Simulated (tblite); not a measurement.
Task: Give a GFN2-xTB geometry of `[SiH2](O)C(C)(C)C`.

Result: 
```
atom  x, y, z in Å
C1    -0.9263    0.8736    0.9555
C2    -0.2466   -0.0761   -0.0329
C3    -1.0722   -1.3589   -0.1316
C4    -0.2157    0.5936   -1.4101
Si5    1.5308   -0.4886    0.5612
O6     2.4610    0.8409    0.6780
H7    -0.3600    1.7975    1.0585
H8    -1.0055    0.4145    1.9385
H9    -1.9313    1.1271    0.6168
H10   -0.6292   -2.0492   -0.8462
H11   -2.0897   -1.1399   -0.4553
H12   -1.1223   -1.8579    0.8337
H13   -1.2288    0.7952   -1.7595
H14    0.2730   -0.0445   -2.1446
H15    0.3170    1.5433   -1.3709
H16    1.5450   -0.9619    1.9378
H17    2.1232   -1.4415   -0.3843
H18    2.5689    1.4391   -0.0563
```

Any rigid rotation of these coordinates is as good. Atoms count from 1 in this order. Si5 (oxygen-bound silicon) is distorted tetrahedral (angles from 101.1° to 113.2°). All 3 C–C bonds measure 1.529 to 1.532 Å. Of the pairs four or more bonds apart, H11···H13 is among the closest relative to their van der Waals radii: 2.49 Å, 104 % of the sum of Bondi's values.

Bonds between heavy atoms (Å): C1–C2 1.530, C2–C3 1.529, C2–C4 1.532, C2–Si5 1.919, Si5–O6 1.627.

The geometry is computed with GFN2-xTB (gas phase).

Its GFN2-xTB frequencies are all real (lowest 50 cm⁻¹). The numbers are those of one conformer (C2–Si5–O6–H -54°).
